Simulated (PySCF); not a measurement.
Computed shifts of a molecule CH₆ClNSi, B3LYP/pcSseg-1 (PySCF), GIAO, gas phase, atoms alike by connectivity averaged where their shifts nearly agree, in ppm (number of nuclei): ²⁹Si: 1.4 (1). ¹³C: 4.6 (1). ¹⁵N: 43.0 (1). ¹H: 5.36 (1), 1.37 (1), 1.16 (1), 0.72 (3). References: ²⁹Si against TMS (σ = 338.7 ppm); ¹³C against TMS (σ = 181.3 ppm); ¹⁵N against NH3 (σ = 265.5 ppm); ³⁵Cl against HCl (σ = 933.3 ppm); ¹H against TMS (σ = 31.68 ppm), references at their B3LYP-D3(BJ)/def2-TZVP geometries, non-relativistic (without spin–orbit terms, shifts of atoms bonded to Cl or Br come out too high). Geometry: B3LYP-D3(BJ)/def2-SVP. Other conformers were not sampled.

Q: Identify the compound among the candidates.
A) NC[SiH2]Cl
B) C[SiH](N)Cl
C) CN[SiH2]Cl

A: B, C[SiH](N)Cl
